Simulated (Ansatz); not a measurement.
System: CAuClO (charge 0, triplet). The spin state was set by rule; other spins were not relaxed. 
Coordinates optimised at B3LYP-D3(BJ)/def2-TZVP (Ansatz, a quantum-chemistry and plane-wave program):
```
C
O 1 1.1420
Au 1 2.0447 2 144.24
Cl 3 2.3769 1 109.95 2 -180.00
```
Charge 0, spin multiplicity 3.

Task: Give the harmonic wavenumbers at B3LYP-D3(BJ)/def2-TZVP (Ansatz, finite differences of forces, unscaled).

Result: 43, 112, 256, 279, 425, 2034 cm⁻¹. Zero-point energy 4.5 kcal/mol.

Task: From these and the geometry, give the ideal-gas thermochemistry at 298.15 K and 1 atm (rigid rotor, harmonic oscillator).

Result: Point group Cs, rotational symmetry number 1. Rotational constants 6.526, 1.706, 1.353 GHz. S(trans) 42.57, S(rot) 27.46, S(vib) 12.45, S(elec, spin only) 2.18, S 84.7 cal/(mol K). H(298) - H(0) 4.11 kcal/mol; G - E(el) -16.6 kcal/mol.
